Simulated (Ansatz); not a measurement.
`OC1([SiH3])N=C1F`, relaxed with RKS PBE-D4/def2-SVP in the Gaussian-basis code of Ansatz from a rough embedded geometry. The force threshold is 0.03 eV/Å; the program also tests the step.

Charge 0, multiplicity 1.

Start:

```xyz
10

O     0.208    0.454    1.803
C     0.042   -0.129    0.454
Si   -0.154    0.960   -1.047
N    -0.842   -1.493    0.579
C     0.407   -1.448    0.200
F     1.388   -2.276   -0.119
H    -0.443    0.044    2.397
H     0.996    1.845   -1.146
H    -0.250    0.194   -2.243
H    -1.351    1.848   -0.880
```

```tsv
step	energy (eV)	largest force (eV/Å)	largest move (Å)
1	-16245.6724	2.927	0.000
2	-16246.1060	1.664	0.198
3	-16246.1924	0.979	0.073
4	-16246.2457	0.547	0.117
5	-16246.2708	0.180	0.086
6	-16246.2851	0.267	0.069
7 (rejected)	-16246.2670	1.628	0.195
8	-16246.3051	0.129	0.098
9	-16246.3122	0.679	0.098
10	-16246.3190	0.379	0.086
11	-16246.3258	0.112	0.025
12	-16246.3276	0.124	0.017
13 (rejected)	-16246.3273	0.340	0.037
14	-16246.3291	0.104	0.019
15	-16246.3298	0.027	0.014
```

End:

```xyz
10

O    -0.012    0.531    1.623
C    -0.012   -0.138    0.421
Si   -0.183    1.068   -1.045
N    -0.930   -1.525    0.301
C     0.328   -1.527    0.309
F     1.299   -2.432    0.296
H     0.188   -0.091    2.352
H     0.972    2.030   -1.045
H    -0.178    0.259   -2.308
H    -1.472    1.824   -0.902
```

It took 20 s on 4 threads of an Arm Neoverse V2 on a shared host, with 0.19 GiB of host memory at the peak.
